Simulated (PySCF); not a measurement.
Core-level binding energies of `[Br][Al-]([Br])([Br])[Br]`

Species: AlBr4 (charge -1).
Geometry (PBE0-D3(BJ)/def2-SVP, Å), atoms numbered from 1 in this order:
```xyz
5
AlBr4 angstrom
Br    -1.8170   -0.9206   -1.1154
Al     0.0000    0.0082   -0.0071
Br    -0.3395    2.2864    0.2999
Br     1.9263   -0.3192   -1.2580
Br     0.2475   -1.0490    2.0462
```

Level of theory: delta-SCF UKS SCAN, pcX-2 on the ionised atom, pcseg-1 elsewhere, spin-free X2C in PySCF 2.14.0. Vertical ΔSCF values, vacuum level as zero.

Task: Give the core binding energies atom by atom.

Result: 
```tsv
atom(s)	bonded to	level	binding energy (eV)	count
Al2	4 Br	Al 1s	1564.01	1
```

Task: What is the longest wavelength that can ionise Al 1s of Al2 vertically?

Result: λ = hc/E = 12398.42 eV Å / 1564.01 eV = 7.927 Å.

No level of bromine is listed. The species carries charge -1, so core ionisation leaves a neutral species. The basis sets have no added diffuse functions. Isolated species at its PBE0-D3(BJ)/def2-SVP geometry, gas phase.

Time: 7.8 s of wall time. Hardware: Arm Neoverse V1, one thread, no GPU, shared host.
